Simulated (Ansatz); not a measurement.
Mulliken charges of CHClFGeNO (`O=C=[N][GeH]([F])[Cl]`) from PBE/def2-TZVPP in Ansatz (PBE0-D4/def2-TZVP geometry).

```tsv
atom	x (Å)	y (Å)	z (Å)	charge (e)
O1	1.676	-1.506	1.867	-0.137
C2	1.077	-1.164	0.936	0.191
N3	0.474	-0.883	-0.071	-0.222
Ge4	-0.556	0.470	-0.671	0.683
F5	0.511	1.721	-1.176	-0.304
Cl6	-1.716	1.269	0.918	-0.237
H7	-1.405	0.025	-1.849	0.026
```

**Question.** By hand: the dipole of these point charges (1 e Å = 4.8032 D).

**Answer.** Σ q r = (-0.294, -0.322, -0.428) e Å, of length 0.611 e Å = 2.93 D.

**Question.** How does the dipole of the full density compare? (Estimate.)

**Answer.** The calculation gave: (-0.309, -0.136, -0.265) e Å, 2.06 D; the point charges give 1.42 times that, at 19° from its direction.

Point charges leave out the atoms' own dipoles, such as those of lone pairs, and Mulliken's split depends on the basis, so the two needn't agree.
